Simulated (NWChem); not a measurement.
System: C$_{4}$H$_{7}$N; SMILES N#CCCC

NWChem input:

```
start job
memory heap 200 mb stack 900 mb global 1100 mb
geometry units angstroms noautoz
  C     -0.000977     2.299025     0.000000
  C     -0.530494     0.866231     0.000000
  C      0.609487    -0.172359     0.000000
  C      0.137369    -1.556420     0.000000
  N     -0.266179    -2.656031     0.000000
  H     -0.831427     3.032166     0.000000
  H      0.624026     2.500725     0.894604
  H      0.624026     2.500725    -0.894604
  H     -1.174766     0.691741    -0.887067
  H     -1.174766     0.691741     0.887067
  H      1.262473    -0.026507     0.888292
  H      1.262473    -0.026507    -0.888292
end
basis spherical
  * library sto-3g
end
dft
  xc hfexch
  iterations 150
  mulliken
end
task dft energy
```

Output (shortened):

```
             Northwest Computational Chemistry Package (NWChem) 7.3.0
             --------------------------------------------------------

 CS  symmetry detected

                             Geometry "geometry" -> ""
                             -------------------------

 Output coordinates in angstroms (scale by  1.889725989 to convert to a.u.)

  No.       Tag          Charge          X              Y              Z
 ---- ---------------- ---------- -------------- -------------- --------------
    1 C                    6.0000     0.00581341     2.31505166     0.00000000
    2 C                    6.0000    -0.52824711     0.88394500     0.00000000
    3 C                    6.0000     0.60843276    -0.15825687     0.00000000
    4 C                    6.0000     0.13192559    -1.54081290     0.00000000
    5 N                    7.0000    -0.27510939    -2.63913793     0.00000000
    6 H                    1.0000    -0.82230619     3.05082394     0.00000000
    7 H                    1.0000     0.63145325     2.51476754     0.89460400
    8 H                    1.0000     0.63145325     2.51476754    -0.89460400
    9 H                    1.0000    -1.17306951     0.71150012    -0.88706700
   10 H                    1.0000    -1.17306951     0.71150012     0.88706700
   11 H                    1.0000     1.26187826    -0.01447750     0.88829200
   12 H                    1.0000     1.26187826    -0.01447750    -0.88829200

 Effective nuclear repulsion energy (a.u.)     152.9916392922

      Symmetry information
      --------------------

 Group name             Cs
 Group number              2
 Group order               2
 No. of unique centers     9

  xc_inp: hfexch multiplicative factor not found.

                                 NWChem DFT Module
                                 -----------------

 Summary of "ao basis" -> "ao basis" (spherical)
 ------------------------------------------------------------------------------
       Tag                 Description            Shells   Functions and Types
 ---------------- ------------------------------  ------  ---------------------
 C                           sto-3g                  3        5   2s1p
 N                           sto-3g                  3        5   2s1p
 H                           sto-3g                  1        1   1s

      Symmetry analysis of basis
      --------------------------

        a'         24
        a"          8

            General Information
            -------------------
          SCF calculation type: DFT
          Wavefunction type:  closed shell.
          No. of atoms     :    12
          No. of electrons :    38
           Alpha electrons :    19
            Beta electrons :    19
          Charge           :     0
          Spin multiplicity:     1
          Use of symmetry is: on ; symmetry adaption is: on
          Maximum number of iterations: 150
          AO basis - number of functions:    32
                     number of shells:    22
          Convergence on energy requested:  1.00D-06
          Convergence on density requested:  1.00D-05
          Convergence on gradient requested:  5.00D-04

              XC Information
              --------------
                     Hartree-Fock (Exact) Exchange  1.000

      Superposition of Atomic Density Guess
      -------------------------------------

 Sum of atomic energies:        -205.59526013

      Non-variational initial energy
      ------------------------------

 Total energy =    -206.718799
 1-e energy   =    -584.455012
 2-e energy   =     224.744574
 HOMO         =      -0.225997
 LUMO         =       0.263106

      Symmetry analysis of molecular orbitals - initial
      -------------------------------------------------

  Numbering of irreducible representations:

     1 a'          2 a"

  Orbital symmetries:

     1 a'          2 a'          3 a'          4 a'          5 a'
     6 a'          7 a'          8 a'          9 a'         10 a'
    11 a"         12 a'         13 a"         14 a'         15 a'
    16 a"         17 a'         18 a"         19 a'         20 a'
    21 a"         22 a'         23 a"         24 a'         25 a'
    26 a'         27 a'         28 a"         29 a'

     ---------------------------------------------
      Total Density - Mulliken Population Analysis
     ---------------------------------------------

    Atom       Charge   Shell Charges
 -----------   ------   -------------------------------------------------------
    1 C    6     6.11   1.99  1.30  2.82
    2 C    6     5.99   1.99  1.28  2.72
    3 C    6     5.93   1.99  1.26  2.68
    4 C    6     5.42   2.00  1.19  2.23
    5 N    7     7.81   2.00  1.80  4.02
    6 H    1     0.96   0.96
    7 H    1     0.97   0.97
    8 H    1     0.97   0.97
    9 H    1     0.97   0.97
   10 H    1     0.97   0.97
   11 H    1     0.94   0.94
   12 H    1     0.94   0.94

   convergence    iter        energy       DeltaE   RMS-Dens  Diis-err
 ---------------- ----- ----------------- --------- --------- ---------
 d= 0,ls=0.0,diis     1   -207.2836120778 -3.60D+02  4.00D-02  8.82D-01
 d= 0,ls=0.0,diis     2   -207.3244467187 -4.08D-02  2.03D-02  7.99D-01
 d= 0,ls=0.0,diis     3   -207.4266039275 -1.02D-01  3.69D-03  4.80D-03
 d= 0,ls=0.0,diis     4   -207.4278340990 -1.23D-03  8.38D-04  3.29D-04
 d= 0,ls=0.0,diis     5   -207.4278989992 -6.49D-05  3.64D-04  3.21D-05
  Resetting Diis
 d= 0,ls=0.0,diis     6   -207.4279061968 -7.20D-06  3.55D-05  7.28D-07
 d= 0,ls=0.0,diis     7   -207.4279063027 -1.06D-07  3.79D-06  9.20D-09

         Total DFT energy =     -207.427906302722
      One electron energy =     -583.582568772710
           Coulomb energy =      252.988046686548
    Exchange-Corr. energy =      -29.825023508808
 Nuclear repulsion energy =      152.991639292248

 Numeric. integr. density =        0.000000000000

[...]
```

Level: Hartree-Fock/STO-3G. Geometry: optimised at PBE-D3(BJ)/def2-SVP.
